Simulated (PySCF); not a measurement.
Caution: the highest occupied level lies above zero, so the state may not be bound. This singlet lies within 0.05 eV of the relaxed triplet at the level B3LYP-D3(BJ)/def2-TZVPD (PySCF).

B3LYP has the VWN-RPA correlation part, as in Gaussian. 

Z-matrix (Å, degrees):
```
C
C 1 1.3639
H 2 1.0849 1 122.23
H 2 1.0853 3 116.12 1 176.77
H 1 1.1028 2 115.30 3 0.92
B 1 1.5030 5 109.33 2 -178.53
C 6 1.5805 1 117.98 5 -81.99
H 7 1.0902 6 117.21 1 179.37
H 7 1.1060 8 107.54 6 122.91
H 7 1.1068 8 108.18 9 113.90
```
Charge -1, spin multiplicity 1.

Question: Predict the total energy and HOMO from B3LYP-D3(BJ)/def2-TZVPD in PySCF 2.14.0.

Answer: 
| Item | Value |
|---|---|
| total energy | -142.7681 Ha |
| HOMO | 1.14 eV |
